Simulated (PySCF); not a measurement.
Al, charge +1, singlet; BLYP/cc-pVDZ run with PySCF.

Input for PySCF:
```python
from pyscf import gto, scf, dft

mol = gto.M(
    atom='''
Al    0.00000000    0.00000000    0.00000000
''',
    basis='cc-pvdz',
    charge=1,
    verbose=4,
)

mf = dft.RKS(mol)
mf.xc = 'blyp'
mf.diis_space = 12
mf.kernel()
```

Output, abridged:

```
PySCF version 2.14.0

[INPUT] verbose = 4
[INPUT] num. atoms = 1
[INPUT] num. electrons = 12
[INPUT] charge = 1
[INPUT] spin (= nelec alpha-beta = 2S) = 0
[INPUT] symmetry False subgroup None
[INPUT] Mole.unit = angstrom
[INPUT] Symbol           X                Y                Z      unit          X                Y                Z       unit  Magmom
[INPUT]  1 Al     0.000000000000   0.000000000000   0.000000000000 AA    0.000000000000   0.000000000000   0.000000000000 Bohr   0.0

nuclear repulsion = 0
number of shells = 5
number of NR pGTOs = 41
number of NR cGTOs = 18
basis = cc-pvdz
ecp = {}

******** <class 'pyscf.dft.rks.RKS'> ********
method = RKS
initial guess = minao
damping factor = 0
level_shift factor = 0
DIIS = <class 'pyscf.scf.diis.CDIIS'>
diis_start_cycle = 1
diis_space = 12
diis_damp = 0
SCF conv_tol = 1e-09
SCF conv_tol_grad = None
SCF max_cycles = 50
direct_scf = True
direct_scf_tol = 1e-13
XC library pyscf.dft.libxc version 7.1.2
    S. Lehtola, C. Steigemann, M. J. T. Oliveira, and M. A. L. Marques,  SoftwareX 7, 1–5 (2018)
XC functionals = blyp
    A. D. Becke,  Phys. Rev. A 38, 3098 (1988)
    C. Lee, W. Yang, and R. G. Parr,  Phys. Rev. B 37, 785 (1988)
    B. Miehlich, A. Savin, H. Stoll, and H. Preuss,  Chem. Phys. Lett. 157, 200 (1989)
radial grids:
    Treutler-Ahlrichs [JCP 102, 346 (1995); DOI:10.1063/1.469408] (M4) radial grids

becke partition: Becke, JCP 88, 2547 (1988); DOI:10.1063/1.454033
pruning grids: <function nwchem_prune>
grids dens level: 3
symmetrized grids: False
atomic radii adjust function: <function treutler_atomic_radii_adjust>
small_rho_cutoff = 0
Set gradient conv threshold to 3.16228e-05
Initial guess from minao.
tot grids = 19184
init E= -242.349698995801
  HOMO = -0.260955163549649  LUMO = -0.079341538796998  gap/eV = 4.94196
cycle= 1 E= -242.141195717408  delta_E= 0.209  |g|= 0.126  |ddm|= 0.409
  HOMO = -0.566634884697998  LUMO = -0.350312308390657  gap/eV = 5.88644
cycle= 2 E= -242.151554425623  delta_E= -0.0104  |g|= 0.0329  |ddm|= 0.703
  HOMO = -0.543400602726476  LUMO = -0.331244302765382  gap/eV = 5.77307
cycle= 3 E= -242.151934675449  delta_E= -0.00038  |g|= 0.00109  |ddm|= 0.101
  HOMO = -0.541806290165641  LUMO = -0.329914483073528  gap/eV = 5.76587
cycle= 4 E= -242.15193554313  delta_E= -8.68e-07  |g|= 1.61e-05  |ddm|= 0.00586
  HOMO = -0.541787436772149  LUMO = -0.329900210105047  gap/eV = 5.76575
cycle= 5 E= -242.151935543329  delta_E= -1.99e-10  |g|= 6.24e-08  |ddm|= 8.98e-05
  HOMO = -0.541787351083808  LUMO = -0.329900144137625  gap/eV = 5.76574
Extra cycle  E= -242.151935543329  delta_E= 1.71e-13  |g|= 1.61e-08  |ddm|= 3.97e-07
converged SCF energy = -242.151935543329
```
